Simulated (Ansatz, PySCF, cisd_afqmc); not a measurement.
System: NaF, charge 0, singlet. NaF (SMILES [F][Na]).
B3LYP-D3(BJ)/def2-TZVP minimum from Ansatz (an electronic-structure program):
```xyz
2

Na     0.0000     0.0000    -0.8672
F      0.0000     0.0000     1.0599
```

Atomisation energy term by term, kcal/mol (programs: Ansatz, cisd_afqmc). Open shells are spin-unrestricted; no spin-orbit coupling. Cores are frozen in correlated methods. No relativity. The Monte Carlo rows (phaseless AFQMC, CISD trial, step 0.005/hartree) carry one-sigma bars that omit the constraint's bias. Outlying blocks are dropped, and bars are widened where a walk drifts. Over all cases where full CI ran beside it in this data, AFQMC minus full CI had a median of +0.1 mEh and passed +0.4 mEh in a tenth of the cases. CBS(X,Y): correlation extrapolated as X^-3, Hartree-Fock from the larger set. A bracket is a step between two methods taken in the basis named. Full CI freezes restricted core orbitals, also for open shells; the composite that ends in it estimates full CI at the basis-set limit. For partners of very few electrons the exact lower level stands in for a higher one.

```json
[
 {"term": "Hartree-Fock", "basis": "def2-QZVPP", "kcal/mol": "66.74"},
 {"term": "CCSD correlation", "basis": "CBS(def2-TZVPP,def2-QZVPP)", "kcal/mol": "45.34"},
 {"term": "(T)", "basis": "CBS(def2-TZVPP,def2-QZVPP)", "kcal/mol": "3.46"},
 {"term": "CCSDT(Q) - CCSD(T)", "basis": "def2-QZVPP", "kcal/mol": "0.00"},
 {"term": "FCI - CCSDT(Q)", "basis": "def2-SVP", "kcal/mol": "-0.04"},
 {"term": "minus zero-point energy", "basis": "Hessian by PySCF at B3LYP-D3(BJ)/def2-TZVP", "kcal/mol": "-0.77"},
 {"term": "sum: D0", "basis": "", "kcal/mol": "114.7"}
]
```

The step beyond CCSD(T) by other levels: FCI in def2-SVP 0.29; CCSDTQ in def2-SVP 0.28; AFQMC/CISD in def2-SVP 0.44 ± 0.17; CCSDT(Q) in def2-SVP 0.33; CCSDTQ in def2-TZVPP 0.03; AFQMC/CISD in def2-TZVPP 0.04 ± 0.20; CCSDT(Q) in def2-TZVPP 0.06 kcal/mol.
